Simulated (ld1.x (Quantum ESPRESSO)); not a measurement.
**How hard is this gallium (Ga) TM potential?**

Ga, norm-conserving Troullier–Martins (Kleinman–Bylander form), made with ld1.x (Quantum ESPRESSO) 7.5 (PBEsol, scalar-relativistic). Core [Ar], reference 3d10 4s2 4p1. Waves: 4s (bound): rc 1.02 bohr; 4p (bound): rc 1.80 bohr; 3d (bound): rc 0.75 bohr. Local part: all-electron potential smoothed inside 0.85 bohr (lloc = -2). Core correction: none.

The pseudo-atom Hamiltonian at the reference potential is diagonalised in spherical Bessel functions j_l(qr) that vanish at 20 bohr, with q² up to the cutoff. All-electron valence levels (Ry): 4s -0.6587, 4p -0.1889, 3d -1.4084.

**Question.** How do the lowest levels (Ry) of each channel move with the cutoff, and are there ghosts?

**Answer.**

```json
{"cutoff (Ry)": "8", "s #1": "-21.1356", "s #2": "-0.4837", "s #3": "-0.0100", "s #4": "0.0917", "p #1": "-0.1870", "p #2": "0.0266", "d #1": "0.0497", "f #1": "0.1031", "Σ f·Δε (mRy)": "14925.8"}
{"cutoff (Ry)": "25", "s #1": "-27.1124", "s #2": "-0.8911", "s #3": "-0.0374", "s #4": "0.0645", "p #1": "-0.1887", "p #2": "0.0264", "d #1": "0.0487", "f #1": "0.1031", "Σ f·Δε (mRy)": "15034.7"}
{"cutoff (Ry)": "50", "s #1": "-29.8797", "s #2": "-1.3131", "s #3": "-0.0800", "s #4": "0.0412", "p #1": "-0.1889", "p #2": "0.0264", "d #1": "0.0467", "f #1": "0.1031", "Σ f·Δε (mRy)": "15701.8"}
{"cutoff (Ry)": "100", "s #1": "-38.0084", "s #2": "-1.8496", "s #3": "-0.2337", "s #4": "0.0087", "p #1": "-0.1889", "p #2": "0.0264", "d #1": "-0.0629", "f #1": "0.1031", "Σ f·Δε (mRy)": "14298.3"}
{"cutoff (Ry)": "180", "s #1": "-59.4930", "s #2": "-2.9259", "s #3": "-0.5842", "s #4": "-0.0184", "p #1": "-0.1889", "p #2": "0.0264", "d #1": "-1.0167", "f #1": "0.1031", "Σ f·Δε (mRy)": "4059.1"}
{"cutoff (Ry)": "400", "s #1": "-68.0079", "s #2": "-3.3256", "s #3": "-0.6573", "s #4": "-0.0225", "p #1": "-0.1889", "p #2": "0.0264", "d #1": "-1.4080", "f #1": "0.1031", "Σ f·Δε (mRy)": "0.0"}
```

Result: ghost states, extra bound levels that the all-electron valence spectrum of the same l lacks: s at -925.3 eV, s at -45.2 eV (a true bound ghost makes a file unfit for plane-wave use); 10 mRy is reached at over 300 Ry and 1 mRy at over 300 Ry.

Its largest configuration-test error is -300 meV.
